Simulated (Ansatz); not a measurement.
# Abstraction of Br: AlHBr2 + AlBr2 → AlHBr + AlBr3

Species: AlHBr2 `[Br][AlH][Br]`, singlet; AlBr2 `[Br][Al][Br]`, doublet; AlHBr `[AlH][Br]`, doublet; AlBr3 (aluminum bromide) `[Br][Al]([Br])[Br]`, singlet. A radical takes Br: the energy is the difference in strength between two Al–Br bonds in different surroundings.

Shapes, held fixed at every level: PBE0-D4/def2-TZVP. Programs: Ansatz 0.2.0. The zero-point and thermal change to 298 K, harmonic and unscaled (PBE0-D4/def2-TZVP), is -2.1 kJ/mol.

(1) Estimate ΔH(298 K) of this reaction.

## Answers

(1) The highest level, CCSD(T)/def2-TZVPP, gives ΔH(298 K) = +12.2 kJ/mol; the levels span +12.2 to +15.9. The column of differences is taken from that level and isn't an error. No measured value is set beside it here. Open shells run unrestricted. Relativity is left out for Br. Outer-core shells of Br are correlated, in sets that cover them unevenly. Times are processor times on shared x86 and Arm servers, and rough.

| level | kind | ΔH(298 K) (kJ/mol) | less CCSD(T)/def2-TZVPP | CPU time (sum over the molecules) |
| --- | --- | --- | --- | --- |
| HF/def2-SVP | Hartree–Fock | +13.6 | +1.4 | – |
| HF/def2-TZVPP | Hartree–Fock | +13.6 | +1.4 | – |
| SPW92/def2-TZVPP | LDA | +15.9 | +3.7 | 11 s |
| B3LYP-D4/def2-TZVPP | global hybrid | +14.7 | +2.5 | 49 s |
| BHLYP-D4/def2-TZVPP | global hybrid | +12.9 | +0.7 | 38 s |
| CCSD(T)/def2-SVP | coupled cluster or CI | +12.2 | 0.0 | 58 s |
| CCSD(T)/def2-TZVPP | coupled cluster or CI | +12.2 | 0.0 | 9.4 min |
